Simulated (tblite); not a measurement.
Parent: `[CH3:1][CH2:2][CH2:3][C:4](=[O:5])[Cl:6]` with C1–C2–C3–C4 180°, C2–C3–C4–O5 0°, C4H7ClO.

The geometries are computed with GFN2-xTB (gas phase). One conformer each, not checked by frequencies here.

```
coordinate of the parent    value
                   C1–C2  1.523 Å
                   C2–C3  1.529 Å
                   C3–C4  1.490 Å
                   C4=O5  1.182 Å
                  C4–Cl6  1.782 Å
                C1–C2–C3   111.4°
                C2–C3–C4   111.8°
                C3–C4–O5   129.2°
               C3–C4–Cl6   111.4°
               O5–C4–Cl6   119.4°
```

Problem. How does the shared frame change in `[CH3:1][CH2:2][C@H:3]([F:4])[C:5](=[O:6])[Cl:7]` with C1–C2–C3–F4 -167°, C2–C3–C5–O6 -84°, C4H6ClFO? Atoms pair as C1 = C1, C2 = C2, C3 = C3, C4 = C5, O5 = O6, Cl6 = Cl7 (parent first).

Solution. 
```
   parent   relative  value in the relative  change
    C1–C2      C1–C2                1.521 Å  -0.002
    C2–C3      C2–C3                1.536 Å  +0.007
    C3–C4      C3–C5                1.512 Å  +0.022
    C4=O5      C5=O6                1.187 Å  +0.005
   C4–Cl6     C5–Cl7                1.747 Å  -0.035
 C1–C2–C3   C1–C2–C3                 112.0°    +0.6
 C2–C3–C4   C2–C3–C5                 109.5°    -2.3
 C3–C4–O5   C3–C5–O6                 125.3°    -3.9
C3–C4–Cl6  C3–C5–Cl7                 113.1°    +1.7
O5–C4–Cl6  O6–C5–Cl7                 121.4°    +2.0
```

Of the parent's bonds, C4–Cl6 changes most (-0.035 Å). Bonds of the relative outside the shared frame: C3–F4 1.371 Å. Point group Cs → C1.
